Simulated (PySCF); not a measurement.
H6HfO4Sn, SMILES [OH][Hf]([OH])([OH])[O][SnH3], multiplicity 1.

Geometry optimised at B3LYP-D3(BJ)/def2-SVP. The multiplicity is an assumed one; other spin states were not compared. The def2 effective core potentials stand for the cores of Hf, Sn; spin–orbit coupling is left out. The values are those of a single conformer.

Computed with PySCF with B3LYP-D3(BJ)/def2-SVP.

Frequencies are harmonic and unscaled.

Modes within 1.5 cm⁻¹ of each other (mostly degenerate sets) share a row, with their intensities summed.

```
mode   ν (cm⁻¹)  IR (km/mol)  moving atoms (share of kinetic energy)
-----  --------  -----------  --------------------------------------
1             5          0.0                                  H 96 %
2–3          27          2.8                           O 81 %, H 9 %
4           146         14.6                 O 52 %, H 27 %, Sn 20 %
5           160          0.0                          H 88 %, O 12 %
6–7         165         47.3                          O 54 %, H 39 %
8–9         185         16.8                          O 74 %, H 24 %
10–11       205         83.3                          H 65 %, O 32 %
12          224         97.0                Sn 37 %, H 31 %, Hf 30 %
13–14       268        423.4                          H 71 %, O 27 %
15          277        371.2                 H 42 %, O 38 %, Hf 15 %
16–17       519        101.2                           H 89 %, O 8 %
18          674        561.0                          O 55 %, H 41 %
19–20       677        294.2                         O 81 %, Hf 13 %
21–22       703        212.6                                  H 98 %
23          719         72.1                          H 57 %, O 40 %
24          892        369.6                                  O 90 %
25         1901         78.4                                 H 100 %
26–27      1907        381.3                                  H 99 %
28–29      4004        565.7                                  H 94 %
30         4008        115.7                                  H 94 %
```
